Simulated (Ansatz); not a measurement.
Reaction (formal exchange of groups at a C–F bond): `FC1=C(Br)C1` + SiH₄ → `[SiH3]C1=C(Br)C1` + H–F

Isolated molecules relaxed with PBE0-D4/def2-TZVP in Ansatz; ΔE leaves out vibrations. CBS: MP2 limit from def2 TZ/QZ plus the TZ coupled-cluster correction, frozen cores. This one scheme is used for every species. For Br outer-core shells are correlated without core-valence functions, which leaves a few kJ/mol of doubt a bond. Scalar relativity is left out up to krypton.

```json
{"species": "`FC1=C(Br)C1`", "CCSD(T)/CBS(def2) energy (Eh)": "-2788.34635"}
{"species": "SiH₄", "CCSD(T)/CBS(def2) energy (Eh)": "-291.46306"}
{"species": "`[SiH3]C1=C(Br)C1`", "CCSD(T)/CBS(def2) energy (Eh)": "-2979.46624"}
{"species": "H–F", "CCSD(T)/CBS(def2) energy (Eh)": "-100.39570"}
```

Work out ΔE.

ΔE = (-2979.46624) + (-100.39570) − (-2788.34635) − (-291.46306) = -0.05253 Eh = -33.0 kcal/mol.

Largest T1 diagnostic among the species: 0.011.

From PBE to PBE0 (25 % exact exchange), in def2-TZVPP and without D4, ΔE moves by −1.8 kcal/mol. In def2-TZVPP, CCSD(T) changes the Hartree–Fock value by −3.5 kcal/mol (the triples alone add −0.3 kcal/mol) and MP2 by −7.0 kcal/mol. The D4 term adds −2.1 kcal/mol with B3LYP and −1.2 kcal/mol with PBE0; it sums over pairs of atoms, weighted by their polarisabilities, and B3LYP, whose exchange is more repulsive, gets the larger term.

B3LYP here is the variant with VWN-RPA as its local correlation; programs differ in this.
